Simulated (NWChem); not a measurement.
C$_{2}$H$_{3}$F$_{2}$, doublet; SMILES C[C](F)F

```xyz
7

C      0.0396     1.3918     0.0000
C     -0.2923    -0.0527     0.0000
F      0.0718    -0.7216    -1.0872
F      0.0718    -0.7216     1.0872
H      1.1361     1.5387     0.0000
H     -0.3764     1.8742    -0.8942
H     -0.3764     1.8742     0.8942
```
Atoms are numbered in this order, from 1.

Level: PBE0/def2-SVP, spin-unrestricted (NWChem), optimised geometry, unscaled harmonic frequencies. In the optimisation the excess spin sits in a' (Cs, its own frame).

```
frequency (cm⁻¹)  IR intensity (km/mol)
----------------  ---------------------
199                                 0.0
377                                 0.2
462                                 5.0
549                                 5.2
890                                14.2
985                                14.7
1084                                7.7
1308                              258.4
1309                               76.1
1419                              117.6
1442                                6.2
1448                                0.8
3032                                9.1
3151                                2.8
3200                                1.2
```

```yaml
zero_point_energy: 29.8 kcal/mol
thermal correction to the enthalpy at 298.15 K (with zero-point energy): 33.1 kcal/mol
heat capacity Cv: 13.6 cal/(mol K)
"entropy at 298.15 K and 1 atm (symmetry number 1, electronic part: spin degeneracy alone)": 68.7 cal/(mol K)
dipole_moment: 1.85 D
```

Rigid rotor and harmonic oscillator.
